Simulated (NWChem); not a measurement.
Molecule: CH3F2Ga; SMILES [CH3][Ga]([F])[F]

```xyz
7

Ga    -0.0030    -0.0154     0.0013
F     -1.4483     0.9673    -0.0025
F      1.4309     0.9842    -0.0023
C      0.0108    -1.9501     0.0031
H      0.6431    -2.3153     0.8248
H      0.4342    -2.3115    -0.9455
H     -1.0093    -2.3393     0.1184
```
Atoms are numbered in this order, from 1.

Level: PBE0/def2-SVP (NWChem), optimised geometry, unscaled harmonic frequencies. 

| frequency (cm⁻¹) | IR intensity (km/mol) |
|---|---|
| 17 | 0.0 |
| 149 | 4.7 |
| 177 | 22.6 |
| 209 | 33.5 |
| 586 | 0.4 |
| 715 | 71.1 |
| 726 | 56.7 |
| 735 | 42.8 |
| 770 | 67.5 |
| 1225 | 7.5 |
| 1423 | 4.0 |
| 1427 | 3.6 |
| 3077 | 0.1 |
| 3187 | 0.1 |
| 3205 | 0.1 |

- zero-point energy = 25.2 kcal/mol
- thermal correction to the enthalpy at 298.15 K (with zero-point energy) = 29.6 kcal/mol
- heat capacity Cv = 18.0 cal/(mol K)
- entropy at 298.15 K and 1 atm (symmetry number 1) = 81.7 cal/(mol K)
- dipole moment = 3.44 D

Rigid rotor and harmonic oscillator; modes under 100 cm⁻¹ make the entropy uncertain.
